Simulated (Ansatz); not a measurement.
Cl3In, SMILES `[Cl][In]([Cl])[Cl]` with one electron removed (charge 1, multiplicity 2), frozen-core CCSD(T)/def2-TZVPP // r2SCAN-D4/def2-TZVP (Ansatz, a first-principles code). The calculation was stopped at its time limit.

Ansatz 0.2 input:
```yaml
crystal:
  periodic: [false, false, false]
  atoms:
    - { symbol: Cl, position_ang: [-1.274886, -1.911704, 0.047914] }
    - { symbol: In, position_ang: [-0.000156, -0.000305, -0.000054] }
    - { symbol: Cl, position_ang: [2.292471, -0.14542, 0.060596] }
    - { symbol: Cl, position_ang: [-1.017427, 2.057429, -0.108456] }
basis:
  gaussian: { orbitals: def2-TZVPP }
correlation:
  method: ccsd_t
total_charge: 1
magnetization:
  spin_polarized: true
  initial_magnetization: 1
```

The last lines of the output:

```
determinant -42653.31465334 eV, -1567.4804020553 hartree, with singles and doubles -42676.81365998 eV, -1568.3439746209 hartree
determinant -42653.29399087 eV, -1567.4796427232 hartree, with singles and doubles -42676.79085932 eV, -1568.3431367122 hartree
determinant -42653.12642980 eV, -1567.4734849677 hartree, with singles and doubles -42676.75533812 eV, -1568.3418313321 hartree
determinant -42652.93880604 eV, -1567.4665899217 hartree, with singles and doubles -42676.44455718 eV, -1568.3304103434 hartree
determinant -42652.32793092 eV, -1567.4441406751 hartree, with singles and doubles -42676.03250323 eV, -1568.3152676398 hartree
determinant -42654.33293886 eV, -1567.5178233577 hartree, with singles and doubles -42677.04971181 eV, -1568.3526493656 hartree
determinant -42654.33282746 eV, -1567.5178192641 hartree, with singles and doubles -42677.04961164 eV, -1568.3526456847 hartree
determinant -42654.33178811 eV, -1567.5177810687 hartree, with singles and doubles -42677.04868760 eV, -1568.3526117269 hartree
determinant -42654.18105963 eV, -1567.5122418992 hartree, with singles and doubles -42676.87729362 eV, -1568.3463131141 hartree
determinant -42654.18007399 eV, -1567.5122056774 hartree, with singles and doubles -42676.87636942 eV, -1568.3462791505 hartree
determinant -42653.75791929 eV, -1567.4966917784 hartree, with singles and doubles -42676.92128702 eV, -1568.3479298416 hartree
determinant -42654.33293886 eV, -1567.5178233577 hartree, with singles and doubles -42677.06584710 eV, -1568.3532423266 hartree
determinant -42654.33282746 eV, -1567.5178192641 hartree, with singles and doubles -42677.06575042 eV, -1568.3532387738 hartree
determinant -42654.33178811 eV, -1567.5177810687 hartree, with singles and doubles -42677.06486546 eV, -1568.3532062520 hartree
determinant -42654.18105963 eV, -1567.5122418992 hartree, with singles and doubles -42676.89269418 eV, -1568.3468790744 hartree
determinant -42654.18007399 eV, -1567.5122056774 hartree, with singles and doubles -42676.89180558 eV, -1568.3468464189 hartree
determinant -42653.75791929 eV, -1567.4966917784 hartree, with singles and doubles -42676.93131266 eV, -1568.3482982773 hartree
determinant -42653.42643102 eV, -1567.4845098092 hartree, with singles and doubles -42676.76526957 eV, -1568.3421963063 hartree
determinant -42653.42576146 eV, -1567.4844852034 hartree, with singles and doubles -42676.76470513 eV, -1568.3421755636 hartree
```
